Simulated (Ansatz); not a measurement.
Start from `C[O][GeH2][OH]` and change one atom or group to get `[OH][GeH2][O][SiH3]`.

Ansatz, PBE0-D4/def2-TZVP geometries, multiplicity 1. Each molecule was computed in one conformer, which needn't be the lowest.

Scalar relativity is left out up to krypton.

| property | `C[O][GeH2][OH]` |
| --- | --- |
| HOMO–LUMO gap (B3LYP/def2-TZVPP) / eV | 7.82 |
| size of the dipole moment (ωB97M-V/def2-TZVPP) / D | 1.94 |
| HOMO–LUMO gap (PBE/def2-TZVPP) / eV | 5.90 |
| HOMO energy (PBE0/def2-TZVPP) / eV | -7.93 |
| size of the dipole moment (PBE/def2-TZVPP) / D | 1.76 |
| LUMO energy (PBE0/def2-TZVPP) / eV | 0.44 |

**Question.** Give the same properties after the change, and the shifts. (An estimate is asked.)

**Answer.** Computed: 
```tsv
property	`[OH][GeH2][O][SiH3]`	shift
HOMO–LUMO gap (B3LYP/def2-TZVPP) / eV	8.18	0.36
size of the dipole moment (ωB97M-V/def2-TZVPP) / D	1.26	-0.68
HOMO–LUMO gap (PBE/def2-TZVPP) / eV	6.28	0.38
HOMO energy (PBE0/def2-TZVPP) / eV	-8.62	-0.69
size of the dipole moment (PBE/def2-TZVPP) / D	1.21	-0.55
LUMO energy (PBE0/def2-TZVPP) / eV	0.03	-0.41
```

With PBE0 the HOMO falls by 0.69 eV and the LUMO falls by 0.41 eV, so the gap widens by about 0.28 eV. PBE moves the HOMO by -0.79 eV and ωB97M-V by -0.63 eV. Dipoles are sizes alone; their direction can turn.

B3LYP here is the variant with VWN-RPA as its local correlation; programs differ in this.
